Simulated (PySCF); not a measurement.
# HgF⁺: frontier orbitals

r²SCAN at R = 1.941 Å; PySCF, scalar-relativistic core potentials, basis sets Hg def2-SVPD with ECP60, F def2-SVPD. State: ¹Σ⁺ (singlet), closed shell. Only the outer orbitals are listed, counted within each symmetry, core potentials removing the inner ones.

```
orbital  occ.  ε (eV)  on Hg (%)           main shells (%)
     5σ     2  -21.03         74           74 Hg d, 22 F p
     2π     2  -20.45         95                   95 Hg d
     2π     2  -20.45         95                   95 Hg d
     1δ     2  -20.01        100                  100 Hg d
     1δ     2  -20.01        100                  100 Hg d
     6σ     2  -17.04         50  49 F p, 31 Hg s, 19 Hg d
     3π     2  -15.87          7                    93 F p
     3π     2  -15.87          7                    93 F p
     7σ     0  -13.32         79   66 Hg s, 23 F p, 9 Hg p
     4π     0   -6.75        101                  101 Hg p
     4π     0   -6.75        101                  101 Hg p
```

Problem. Which are the highest filled and the lowest empty level, where do they sit, and how wide is the gap?

Solution. Highest filled 3π at -15.87 eV (in %: 93 F p); lowest empty 7σ at -13.32 eV (in %: 66 Hg s, 23 F p, 9 Hg p); the gap at r²SCAN is 2.55 eV.

The bond order (Mayer) is 0.87. The ⟨S²⟩ is 0.000 and the charge on Hg (Mulliken, basis-dependent) is 1.42. The charge on Hg (Löwdin, basis-dependent) is 1.43 and the dipole moment (positive dipole points towards F; it is taken about the centre of mass and depends on that origin) is -3.60 D.

Shares are Mulliken populations and can fall outside 0 to 100 %.

Spin–orbit coupling is left out.
